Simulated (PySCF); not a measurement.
CH3N2S, SMILES [NH]C(N)=S (connectivity only; charge and spin as stated), charge -1, multiplicity 1. Atoms are numbered in the order given.

```xyz
7

N      0.9183    -1.0352     0.8974
C      0.0234    -0.3258     0.2828
N     -1.3185    -0.6789     0.5158
S      0.2622     1.0407    -0.8046
H      1.8381    -0.6608     0.6759
H     -1.4252    -1.6367     0.8337
H     -1.9466    -0.4002    -0.2256
```
Charge -1, spin multiplicity 1.

Geometry optimised at B3LYP-D3(BJ)/def2-SVPD. The multiplicity is an assumed one; other spin states were not compared. The isomer is the one that the SMILES or the coordinates give; other isomers of the formula were not compared. Other conformers were not sampled.

The numbers are results of HF/pcSseg-1 in PySCF, not measurements.

GIAO shieldings, no solvent; atoms listed in one row are averaged. δ = σ(ref) − σ: ¹⁵N against NH3 (σ = 267.3 ppm); ¹³C against TMS (σ = 192.6 ppm); ³³S against H2S (σ = 725.2 ppm); ¹H against TMS (σ = 31.99 ppm), references at their B3LYP-D3(BJ)/def2-TZVP geometries, non-relativistic.

Computed chemical shifts:
```json
[
 {"nucleus": "¹⁵N", "atoms": "N1", "count": "1", "δ (ppm)": "241.7"},
 {"nucleus": "¹⁵N", "atoms": "N3", "count": "1", "δ (ppm)": "95.5"},
 {"nucleus": "¹³C", "atoms": "C2", "count": "1", "δ (ppm)": "204.1"},
 {"nucleus": "³³S", "atoms": "S4", "count": "1", "δ (ppm)": "181.8"},
 {"nucleus": "¹H", "atoms": "H5", "count": "1", "δ (ppm)": "5.90"},
 {"nucleus": "¹H", "atoms": "H6", "count": "1", "δ (ppm)": "3.09"},
 {"nucleus": "¹H", "atoms": "H7", "count": "1", "δ (ppm)": "2.98"}
]
```
